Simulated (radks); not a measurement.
Si III, 12 electrons, occupied as [Ne] 3s2 (the NIST ground configuration). Method: scalar-relativistic Kohn-Sham, Slater X-alpha with alpha = 0.667, spin-polarised, spherical densities, point nucleus; computed with a radial shooting solver on a logarithmic mesh with Libxc functionals.

Unscreened Slater integrals over Kohn-Sham orbitals (cm^-1). They are taken over the spin-up orbitals.

F0(3s,3s): 100770
F0(3s,2p): 133700
G1(3s,2p): 9986.3
F0(3s,2s): 132830
G0(3s,2s): 7934.7
F0(3s,1s): 145930
G0(3s,1s): 3847.9
F0(2p,2p): 375800
F2(2p,2p): 172030
F0(2p,2s): 359710
G1(2p,2s): 214290
F0(2p,1s): 530860
G1(2p,1s): 72189
F0(2s,2s): 349330
F0(2s,1s): 494780
G0(2s,1s): 39678
F0(1s,1s): 1850300
